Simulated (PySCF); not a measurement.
Rows and methods have been separated. Pair them.

CH10B2NP.
InChI=1S/CH10B2NP/c1-3-4-2-5-3/h3H,2,4-5H2,1H3/t3-/m1/s1

The closed-shell ground state was solved 7 times with PySCF (density fitting, gas phase), always in the pcSseg-1 basis (142 functions), with these functionals: B97-2, B97-D, BHandHLYP, CAM-B3LYP, HF, mPW1PW91 and wB97X-D. Geometry: PBE0-D3(BJ)/def2-SVP, one conformer, isolated molecule.

```
row  total energy (Eh)  HOMO (eV)  LUMO (eV)  dipole (D)
  P          -489.8576      -8.46       1.39        0.91
  Q          -489.8324      -5.99      -0.31        0.96
  R          -489.9122      -6.92       0.43        0.94
  S          -489.8965      -8.99       2.23        0.96
  T          -489.8404      -8.19       1.25        0.90
  U          -488.2253      -9.75       3.49        0.90
  V          -489.9273      -7.18       0.44        0.94
```

Q: Which functional belongs to which row?

A: P = CAM-B3LYP, Q = B97-D, R = B97-2, S = wB97X-D, T = BHandHLYP, U = HF, V = mPW1PW91. By rising HOMO–LUMO gap: B97-D (GGA) 5.68 eV; B97-2 (global hybrid, 21 % exact exchange) 7.35 eV; mPW1PW91 (global hybrid, 25 % exact exchange) 7.62 eV; BHandHLYP (global hybrid, 50 % exact exchange) 9.44 eV; CAM-B3LYP (range-separated hybrid) 9.85 eV; wB97X-D (range-separated hybrid) 11.22 eV; HF (all exact exchange) 13.24 eV. Total energies of different functionals aren't bounds to one another; each is stationary for its own functional.

The pairwise dispersion term of B97-D and wB97X-D wasn't added to the energies; at a given geometry it leaves orbitals and properties as they are.
